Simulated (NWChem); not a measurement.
System: C2H5BClN; SMILES NB(Cl)C=C

Here is an NWChem input.

```
start job
memory heap 200 mb stack 900 mb global 1100 mb
geometry units angstroms noautosym nocenter noautoz
  B     -0.230805    -0.056873     0.015589
  Cl     0.445667    -1.679994    -0.296195
  C      0.747576     1.149570     0.173901
  C      0.432876     2.410904    -0.149443
  H      1.767330     0.948951     0.524672
  H      1.146320     3.236815    -0.056912
  H     -0.554803     2.677374    -0.544465
  N     -1.615444     0.068489     0.096201
  H     -2.246043    -0.709841    -0.042639
  H     -2.066953     0.942954     0.328868
end
basis spherical
  B library 6-31g*
  Cl library 6-31g*
  C library 6-31g*
  H library 6-31g*
  N library 6-31g*
end
dft
  xc hfexch
  iterations 150
  mulliken
end
task dft energy
esp
  recalculate
  probe 0.07
  range 0.3
  factor 1.0
  spacing 0.02
end
task esp
```

Excerpt of the output:

```
             Northwest Computational Chemistry Package (NWChem) 7.3.0
             --------------------------------------------------------

                             Geometry "geometry" -> ""
                             -------------------------

 Output coordinates in angstroms (scale by  1.889725989 to convert to a.u.)

  No.       Tag          Charge          X              Y              Z
 ---- ---------------- ---------- -------------- -------------- --------------
    1 B                    5.0000    -0.23080500    -0.05687300     0.01558900
    2 Cl                  17.0000     0.44566700    -1.67999400    -0.29619500
    3 C                    6.0000     0.74757600     1.14957000     0.17390100
    4 C                    6.0000     0.43287600     2.41090400    -0.14944300
    5 H                    1.0000     1.76733000     0.94895100     0.52467200
    6 H                    1.0000     1.14632000     3.23681500    -0.05691200
    7 H                    1.0000    -0.55480300     2.67737400    -0.54446500
    8 N                    7.0000    -1.61544400     0.06848900     0.09620100
    9 H                    1.0000    -2.24604300    -0.70984100    -0.04263900
   10 H                    1.0000    -2.06695300     0.94295400     0.32886800

 Effective nuclear repulsion energy (a.u.)     186.8011427545

  xc_inp: hfexch multiplicative factor not found.

                                 NWChem DFT Module
                                 -----------------

 Summary of "ao basis" -> "ao basis" (spherical)
 ------------------------------------------------------------------------------
       Tag                 Description            Shells   Functions and Types
 ---------------- ------------------------------  ------  ---------------------
 B                           6-31g*                  6       14   3s2p1d
 Cl                          6-31g*                  8       18   4s3p1d
 C                           6-31g*                  6       14   3s2p1d
 H                           6-31g*                  2        2   2s
 N                           6-31g*                  6       14   3s2p1d

            General Information
            -------------------
          SCF calculation type: DFT
          Wavefunction type:  closed shell.
          No. of atoms     :    10
          No. of electrons :    46
           Alpha electrons :    23
            Beta electrons :    23
          Charge           :     0
          Spin multiplicity:     1
          Use of symmetry is: off; symmetry adaption is: off
          Maximum number of iterations: 150
          AO basis - number of functions:    84
                     number of shells:    42
          Convergence on energy requested:  1.00D-06
          Convergence on density requested:  1.00D-05
          Convergence on gradient requested:  5.00D-04

              XC Information
              --------------
                     Hartree-Fock (Exact) Exchange  1.000

      Superposition of Atomic Density Guess
      -------------------------------------

 Sum of atomic energies:        -616.08208045

      Non-variational initial energy
      ------------------------------

 Total energy =    -618.588305
 1-e energy   =   -1215.581810
 2-e energy   =     410.192362
 HOMO         =      -0.321016
 LUMO         =      -0.018085

     ---------------------------------------------
      Total Density - Mulliken Population Analysis
     ---------------------------------------------

[...]

                     NWChem Electrostatic Potential Fit Module
                     -----------------------------------------

 Atom parameters

 Number of atoms is                                   10
 Number of basis functions is                         84

 Grid parameters

 Maximum number of grid points is                  39864
 Number of grid points is                          39863
 Grid range                                     0.300000 nm
 Grid spacing                                   0.020000 nm
 Probe radius                                   0.070000 nm
 Atom radius factor                             1.000000

 Atomic radii

    1    0.100000
    5    0.158000
    6    0.147000
    7    0.140000
   17    0.169000
 FASTESP  F
  using M.O. file = ./job.movecs

    Atom              Coordinates                           Charge

                                                  ESP

    1 B    -0.023081   -0.005687    0.001559    0.706786
    2 Cl    0.044567   -0.167999   -0.029620   -0.334874
    3 C     0.074758    0.114957    0.017390   -0.321719
    4 C     0.043288    0.241090   -0.014944   -0.242942
    5 H     0.176733    0.094895    0.052467    0.130236
    6 H     0.114632    0.323682   -0.005691    0.136358
    7 H    -0.055480    0.267737   -0.054447    0.128604
    8 N    -0.161544    0.006849    0.009620   -0.971711
    9 H    -0.224604   -0.070984   -0.004264    0.384915
   10 H    -0.206695    0.094295    0.032887    0.384346
                                            ------------
                                                0.000000

 Dipole moment                                  1.260640

 Quadrupole moment Qxx                          6.244304
                   Qyy                         -4.278446
                   Qzz                         -1.965858

 RMS deviation kJ/mol                           0.069405

 RRMS %                                        30.721978
```

Level: Hartree-Fock/6-31G* (spherical d). All runs use the structure optimised with PBE0/def2-SVP.
